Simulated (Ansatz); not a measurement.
Ansatz (an electronic-structure program) input:

Ansatz 0.2 input:
```yaml
crystal:
  periodic: [false, false, false]
  atoms:
    - {symbol: B, position_ang: [0.77817726, -0.09474492, -0.01515003]}
    - {symbol: N, position_ang: [-0.52344474, 0.06373063, 0.01019074]}
    - {symbol: H, position_ang: [1.93787378, -0.23594071, -0.03772771]}
    - {symbol: H, position_ang: [-0.97808876, 0.97067254, 0.12878220]}
    - {symbol: H, position_ang: [-1.18655813, -0.70712167, -0.08663953]}
basis:
  gaussian:
    orbitals: STO-3G
hamiltonian:
  xc: {name: PBE0}
total_charge: 1
```

Question: Predict the final energy.

Answer: -80.00210 Eh (PBE0/STO-3G). The basis has 13 functions.
